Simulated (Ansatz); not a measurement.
Isolated molecules relaxed with PBE0-D4/def2-TZVP in Ansatz; ΔE leaves out vibrations. CCSD(T)/CBS is the MP2 limit (def2-TZVPP, def2-QZVPP) plus CCSD(T) − MP2 in def2-TZVPP, frozen cores. This one scheme is used for every species. Functionals use def2-TZVPP. B3LYP here is the variant with VWN-RPA as its local correlation; programs differ in this. One conformer a species, not always the lowest.

Reaction (ligand exchange at the Si–C bond): `N=C[SiH2]O` + `C[SiH](O)F` → `C[SiH](F)O[SiH2]O` + `C=N`

`N=C[SiH2]O`:

Cartesian coordinates in Å:
```
N -0.381 1.273 0.852
C -0.372 0.002 0.886
Si 0.303 -0.809 -0.686
O 0.690 0.449 -1.659
H -0.748 1.693 1.708
H -0.730 -0.563 1.758
H -0.736 -1.684 -1.291
H 1.487 -1.645 -0.357
H 0.487 1.283 -1.212
```

`C[SiH](O)F`:

```xyz
9

C     0.565    0.948   -0.342
Si   -0.675   -0.343    0.127
O    -0.062   -1.858    0.113
F    -1.196    0.015    1.599
H     0.110    1.941   -0.323
H     0.947    0.767   -1.350
H     1.413    0.956    0.349
H    -1.852   -0.389   -0.764
H     0.749   -2.036    0.590
```

`C[SiH](F)O[SiH2]O`:

Cartesian coordinates in Å:
```
C -1.096 1.728 -0.118
Si -0.925 0.062 -0.891
F 0.158 0.164 -2.071
O -0.391 -1.050 0.168
Si 0.978 -1.496 0.948
O 2.205 -0.451 0.652
H -0.137 2.059 0.291
H -1.823 1.700 0.697
H -1.432 2.466 -0.850
H -2.176 -0.445 -1.494
H 0.742 -1.436 2.405
H 1.318 -2.866 0.494
H 2.579 -0.435 -0.231
```

`C=N`:

```xyz
5

C    -0.384   -0.063   -0.033
N     0.649    0.647   -0.163
H    -0.398   -1.080    0.377
H    -1.347    0.345   -0.346
H     1.478    0.150    0.165
```

Task: Is it downhill or uphill in electronic energy at CCSD(T)/CBS, and by how much? (Best estimate.)

Result: The calculation gave: Downhill: ΔE = -31.5 kcal/mol.

Task: What do these levels give: r2SCAN-D4, B3LYP-D4, ωB97M-V, PBE0, CCSD/def2-TZVPP, CCSD/CBS(def2)? (Estimate.)

Result: Ansatz gave: r2SCAN-D4 -30.7, B3LYP-D4 -31.9, ωB97M-V -31.0, PBE0 -28.7, CCSD/def2-TZVPP -32.5, CCSD/CBS(def2) -32.3 kcal/mol.

Largest T1 diagnostic among the species: 0.012.

In def2-TZVPP, CCSD(T) changes the Hartree–Fock value by +4.7 kcal/mol (the triples alone add +0.8 kcal/mol) and MP2 by +4.5 kcal/mol. The D4 term adds −0.9 kcal/mol with B3LYP and −0.6 kcal/mol with PBE0; it sums over pairs of atoms, weighted by their polarisabilities, and B3LYP, whose exchange is more repulsive, gets the larger term. From PBE to PBE0 (25 % exact exchange), in def2-TZVPP and without D4, ΔE moves by −1.9 kcal/mol.
